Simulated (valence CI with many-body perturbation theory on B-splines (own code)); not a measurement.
## Ta LXIX: key properties

Calculated by relativistic CI+MBPT: three valence electrons over a frozen Dirac-Fock core [He], a basis of 11 s, 11 p, 10 d, 8 f, 5 g, 2 h functions for each j, with the one-electron correlation potential Σ1 (screened to all orders), the two-electron term Σ2, the three-electron term Σ3, Breit, model QED; selected single and double excitations, second order for the rest, scaled by the run's own slope (own B-spline code, finite nucleus).

The last digits are not significant, and no measured levels were compared; by estimate large intervals hold to a few tenths of a per cent, small ones and those within an open d or f shell to about a per cent.

Levels are named by their leading jj configuration (3d3/2^4 stands for four electrons in 3d with j = 3/2), which in mixed levels can hold well under half, so a name can repeat and another be missing.

Rates and lifetimes use the calculated energies. Strong lines usually hold to 10 to 20 %, long lifetimes can be off by a factor of two.

Problem. What is the ground level?

Solution. (2s^2 2p1/2) J=1/2, composition 100 % 2s²2p ²P°, g = 0.617.

Problem. How well does LS coupling describe the low levels?

Solution. Among the lowest 20 levels the leading LS term, summed over configurations, holds 76 % on average. For single configurations the figures are 75 % in LS and 99 % in jj coupling. Terms mix most in the J = 3/2 level at 1950 eV, where the leading one holds 49 %.

Problem. Among levels below 14919 eV, which E1 lines absorb most strongly from the ground level?

Solution. to (2s^2 3d3/2) J=3/2 at 0.1143 nm, f = 0.557; to (2s 2p1/2 3p1/2) J=3/2 at 0.1172 nm, f = 0.199; to (2s 2p1/2 2p3/2) J=3/2 at 0.7402 nm, f = 0.167.

Problem. What is the ionisation energy?

Solution. 18241 eV; NIST lists 18250 ± 50 eV (theoretical).

Problem. Name the longest-lived excited levels whose lifetime is computed, and their main decay.

Solution. (2s 2p1/2 2p3/2) J=5/2 at 1602 eV lives 117 ps, mostly by E1 to (2s^2 2p3/2) J=3/2; (2s 2p1/2^2) J=1/2 at 265 eV lives 41.6 ps, mostly by E1 to (2s^2 2p1/2) J=1/2.

Problem. Where does the other parity begin?

Solution. At (2s 2p1/2^2) J=1/2, 265 eV.
